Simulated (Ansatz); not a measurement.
C$_{3}$H$_{5}$FOSi, SMILES `FCOC1=C[SiH2]1` at its PBE0-D4/def2-TZVP geometry, where that method's forces vanish. Charge 0, multiplicity 1.

```tsv
atom	x (Å)	y (Å)	z (Å)
F1	2.285	0.841	-0.473
C2	1.585	-0.175	-1.063
O3	0.276	0.216	-1.295
C4	-0.535	0.171	-0.228
C5	-1.789	0.537	0.011
Si6	-1.016	-0.204	1.473
H7	1.623	-1.038	-0.391
H8	2.032	-0.381	-2.036
H9	-2.597	1.012	-0.529
H10	-1.324	-1.589	1.913
H11	-0.540	0.610	2.618
```

Problem. For each bond, give half the difference of the two atoms' forces along it (eV/Å; positive pushes the atoms apart) under PBE-D4, r2SCAN-D4, B3LYP-D4, ωB97M-V in def2-TZVPP. (Best estimate.)

Solution. Computed: 
```tsv
bond	length (Å)	PBE-D4	r2SCAN-D4	B3LYP-D4	ωB97M-V
F1–C2	1.367	0.52	0.30	0.40	0.25
C2–O3	1.386	0.33	0.25	0.15	0.12
C2–H7	1.094	0.01	-0.12	-0.14	-0.15
C2–H8	1.090	0.01	-0.13	-0.20	-0.16
O3–C4	1.341	0.11	0.19	0.25	0.29
C4–C5	1.329	0.32	0.05	-0.10	-0.08
C4–Si6	1.807	0.17	-0.04	-0.02	-0.09
C5–Si6	1.812	0.33	0.14	0.16	0.09
C5–H9	1.081	-0.09	-0.09	-0.10	-0.08
Si6–H10	1.485	-0.03	-0.05	-0.11	-0.13
Si6–H11	1.484	-0.02	-0.04	-0.11	-0.14
```

B3LYP here is the variant with VWN-RPA as its local correlation; programs differ in this.
